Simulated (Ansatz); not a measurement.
Geometry optimisation, RKS BHLYP/def2-SVP (Ansatz 0.2.0).

input.yaml

```yaml
crystal:
  periodic: [false, false, false]
  atoms:
    - { symbol: O, position_ang: [-1.5603, 1.5082, -0.2267] }
    - { symbol: B, position_ang: [-0.1665, 1.4031, -0.0936] }
    - { symbol: O, position_ang: [0.3554, 0.6673, 1.026] }
    - { symbol: Sn, position_ang: [0.6839, -1.1793, 0.374] }
    - { symbol: H, position_ang: [-1.8814, 0.7805, -0.8214] }
    - { symbol: H, position_ang: [0.563, 1.9468, -0.8647] }
    - { symbol: H, position_ang: [1.7013, -1.1894, -1.0084] }
    - { symbol: H, position_ang: [-0.9126, -1.8195, -0.0883] }
    - { symbol: H, position_ang: [1.3058, -2.164, 1.6861] }
basis:
  gaussian: { orbitals: def2-SVP }
hamiltonian:
  xc: { name: BHLYP }
relax:
  f_tol: 0.02
  max_steps: 50
```

Launched with:

```bash
$ ansatz run input.yaml --threads 2 --pin off --max-ram 3072MiB --backend cpu --events-out ev --progress --plain --runs-dir out
```

Question: Where does it end, and by what steps?

Answer: The forces met the threshold. After 20 steps the energy has fallen by 1.356 eV; O3 moved furthest, 1.60 Å.

| step | energy less start (eV) | largest force component (eV/Å) | accepted |
| --- | --- | --- | --- |
| 0 | 0.0000 | 2.886 | yes |
| 1 | -0.2184 | 2.927 | yes |
| 2 | -0.4039 | 1.752 | yes |
| 3 | -0.6012 | 0.793 | yes |
| 4 | -0.6778 | 2.142 | yes |
| 5 | -0.8988 | 0.993 | yes |
| 6 | -1.0324 | 0.527 | yes |
| 7 | -1.0985 | 0.264 | yes |
| 8 | -1.1408 | 0.361 | yes |
| 9 | -1.1633 | 0.958 | yes |
| 10 | -1.2536 | 0.374 | yes |
| 11 | -1.2979 | 0.144 | yes |
| 12 | -1.3104 | 0.176 | yes |
| 13 | -1.3289 | 0.070 | yes |
| 14 | -1.3345 | 0.242 | yes |
| 15 | -1.3376 | 0.255 | yes |
| 16 | -1.3539 | 0.093 | yes |
| 17 | -1.3555 | 0.023 | yes |
| 18 | -1.3559 | 0.060 | yes |
| 19 | -1.3437 | 0.699 | no |
| 20 | -1.3560 | 0.004 | yes |

```xyz
9
Properties=species:S:1:pos:R:3
O -1.332 0.956 0.209
B -0.171 1.353 -0.389
O 0.830 0.480 -0.493
Sn 0.700 -1.401 0.195
H -2.004 1.629 0.250
H -0.056 2.476 -0.816
H 2.228 -2.032 -0.203
H -0.557 -2.180 -0.643
H 0.450 -1.328 1.874
```

The run took 57 s on 2 threads of Arm Neoverse V1 (shared host), peak memory 0.2 GiB.
